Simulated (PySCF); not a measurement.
**Two-component Hartree-Fock for Re⁴⁺ (rhenium, charge +4)**

Start: [Xe] 4f14 5d3; 5d3/2 filled at m_j = -1/2, +1/2, +3/2. Calculated with PySCF 2.14 in x2c-TZVPPall-2c (11s11p10d3f1g, 124 functions): generalised Hartree-Fock with the X2C-1e Hamiltonian and a Gaussian nucleus; one run each with spin-orbit coupling (SO) switched off, then screened by Boettger's factors.

```json
{"spinor shell": "1s1/2", "electrons": "2", "ε, spin-free (eV)": "-72114.4", "ε, screened SO (eV)": "-72091.1", "weight of nominal j (screened SO)": "1.000", "rms radius, screened SO (bohr)": "0.0204"}
{"spinor shell": "2s1/2", "electrons": "2", "ε, spin-free (eV)": "-12685.3", "ε, screened SO (eV)": "-12677.9", "weight of nominal j (screened SO)": "1.000", "rms radius, screened SO (bohr)": "0.0824"}
{"spinor shell": "2p1/2", "electrons": "2", "ε, spin-free (eV)": "-11081.1", "ε, screened SO (eV)": "-12111.3", "weight of nominal j (screened SO)": "1.000", "rms radius, screened SO (bohr)": "0.0700"}
{"spinor shell": "3s1/2", "electrons": "2", "ε, spin-free (eV)": "-3035.6", "ε, screened SO (eV)": "-3033.1", "weight of nominal j (screened SO)": "1.000", "rms radius, screened SO (bohr)": "0.210"}
{"spinor shell": "3p1/2", "electrons": "2", "ε, spin-free (eV)": "-2554.6", "ε, screened SO (eV)": "-2780.7", "weight of nominal j (screened SO)": "1.000", "rms radius, screened SO (bohr)": "0.202"}
{"spinor shell": "3p3/2", "electrons": "4", "ε, spin-free (eV)": "-2554.6", "ε, screened SO (eV)": "-2461.5", "weight of nominal j (screened SO)": "1.000", "rms radius, screened SO (bohr)": "0.217"}
{"spinor shell": "3d3/2", "electrons": "4", "ε, spin-free (eV)": "-2002.6", "ε, screened SO (eV)": "-2042.6", "weight of nominal j (screened SO)": "1.000", "rms radius, screened SO (bohr)": "0.192"}
{"spinor shell": "3d5/2", "electrons": "6", "ε, spin-free (eV)": "-2002.6", "ε, screened SO (eV)": "-1973.7", "weight of nominal j (screened SO)": "1.000", "rms radius, screened SO (bohr)": "0.196"}
{"spinor shell": "4s1/2", "electrons": "2", "ε, spin-free (eV)": "-702.67", "ε, screened SO (eV)": "-701.73", "weight of nominal j (screened SO)": "1.000", "rms radius, screened SO (bohr)": "0.468"}
{"spinor shell": "4p1/2", "electrons": "2", "ε, spin-free (eV)": "-542.07", "ε, screened SO (eV)": "-595.31", "weight of nominal j (screened SO)": "1.000", "rms radius, screened SO (bohr)": "0.476"}
{"spinor shell": "4p3/2", "electrons": "4", "ε, spin-free (eV)": "-542.07", "ε, screened SO (eV)": "-519.79", "weight of nominal j (screened SO)": "1.000", "rms radius, screened SO (bohr)": "0.509"}
{"spinor shell": "4d3/2", "electrons": "4", "ε, spin-free (eV)": "-336.33", "ε, screened SO (eV)": "-344.65", "weight of nominal j (screened SO)": "0.999", "rms radius, screened SO (bohr)": "0.531"}
{"spinor shell": "4d5/2", "electrons": "6", "ε, spin-free (eV)": "-336.33", "ε, screened SO (eV)": "-329.88", "weight of nominal j (screened SO)": "1.000", "rms radius, screened SO (bohr)": "0.543"}
{"spinor shell": "5s1/2", "electrons": "2", "ε, spin-free (eV)": "-144.97", "ε, screened SO (eV)": "-144.66", "weight of nominal j (screened SO)": "1.000", "rms radius, screened SO (bohr)": "1.10"}
{"spinor shell": "5p1/2", "electrons": "2", "ε, spin-free (eV)": "-100.69", "ε, screened SO (eV)": "-111.04", "weight of nominal j (screened SO)": "0.955", "rms radius, screened SO (bohr)": "1.21"}
{"spinor shell": "4f5/2", "electrons": "6", "ε, spin-free (eV)": "-105.63", "ε, screened SO (eV)": "-106.70", "weight of nominal j (screened SO)": "0.992", "rms radius, screened SO (bohr)": "0.634"}
{"spinor shell": "4f7/2", "electrons": "8", "ε, spin-free (eV)": "-105.63", "ε, screened SO (eV)": "-103.91", "weight of nominal j (screened SO)": "0.994", "rms radius, screened SO (bohr)": "0.635"}
{"spinor shell": "5p3/2", "electrons": "4", "ε, spin-free (eV)": "-100.69", "ε, screened SO (eV)": "-95.998", "weight of nominal j (screened SO)": "0.978", "rms radius, screened SO (bohr)": "1.29"}
{"spinor shell": "5d3/2", "electrons": "3", "ε, spin-free (eV)": "-53.478", "ε, screened SO (eV)": "-53.618", "weight of nominal j (screened SO)": "0.783", "rms radius, screened SO (bohr)": "1.69"}
```

(1) Where does 2p3/2 lie, and what is the 2p spin-orbit splitting (screened SO)?

```json
{"quantity": "E (hartree)", "spin-free": "-16676.68478", "screened SO": "-16697.49525"}
{"quantity": "M_J", "spin-free": "3/2", "screened SO": "3/2"}
{"quantity": "⟨J²⟩", "spin-free": "6.758", "screened SO": "5.416"}
{"quantity": "⟨L²⟩", "spin-free": "12.006", "screened SO": "11.555"}
{"quantity": "⟨S²⟩", "spin-free": "3.752", "screened SO": "3.570"}
```

The determinant has a definite M_J but mixes levels of different J.

Each row is a mean over spinors that exchange with the open shell spreads, by up to 3.655 eV (5s1/2).

Rows whose weight is well below 1 are mixtures of j = l ± 1/2: exchange outweighs spin-orbit coupling there, and the label is only the starting occupation.

Breit and QED terms are absent; they matter most for the inner s and p1/2 levels.

Densities and radii are taken from the X2C orbitals without a picture-change correction, which distorts them close to the nucleus.

Without spin-orbit coupling the j labels of p, d and f shells carry no meaning; the spin-free column gives the mean over the occupied spinors of each nl shell, and its ⟨J²⟩ belongs to a mixture of degenerate components.

## Answers

(1) At -10665.8 eV, 1445.5 eV above 2p1/2.
